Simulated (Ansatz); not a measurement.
A further run on the cluster Cd₂Se.

```yaml
crystal:
  periodic: [false, false, false]
  atoms:
    - {symbol: Cd, position_ang: [-1.891717, 0.502022, -1.600578]}
    - {symbol: Cd, position_ang: [1.891597, -0.504380, 1.600091]}
    - {symbol: Se, position_ang: [0.000120, 0.002368, 0.000487]}
basis:
  gaussian: {orbitals: def2-TZVP}
hamiltonian: {xc: {name: BLYP}, dispersion: d3bjatm}
scf: {lower_state_search: full}
```

```sh
$ ansatz run in.yaml --threads 4 --pin off --events-out ev --progress --plain --max-ram 3916MiB
```

It prints (some lines left out):

```
Functional definition: BLYP
1125 factors; their error is unknown
mean field evaluation 1: about -74475.7677 eV, gradient 3.7e1 eV
mean field evaluation 2: about -74428.0918 eV, gradient 1.1e2 eV
mean field evaluation 4: about -74479.8588 eV, gradient 1.0e1 eV
mean field evaluation 8: about -74480.0543 eV, gradient 1.0e-1 eV
mean field evaluation 16: about -74480.0298 eV, gradient 1.1e-4 eV
mean field evaluation 32: about -74480.0298 eV, gradient 1.3e-4 eV
mean field evaluation 64: about -74448.8227 eV, gradient 4.8e1 eV
mean field evaluation 96: about -74480.0539 eV, gradient 2.8e-1 eV
mean field evaluation 128: about -74475.6330 eV, gradient 5.5e1 eV
mean field -74480.02984080 eV, -2737.0906122721 hartree, gradient 1.7e-5 eV, S^2 0.000000; 8 other end points of the search recorded, 0 dependent functions left out
reference -74480.03012914 eV, -2737.0906228683 hartree; 37, 37 occupied and 91, 91 virtual orbitals, 1125 factors
Total energy: -74480.28287950 eV, -2737.0999112725 hartree
```

Hardware: 4 threads of Arm Neoverse V2 on a shared host. Wall time 4.8 s.

In the def2 sets Cd takes a core potential; there is no spin–orbit coupling.
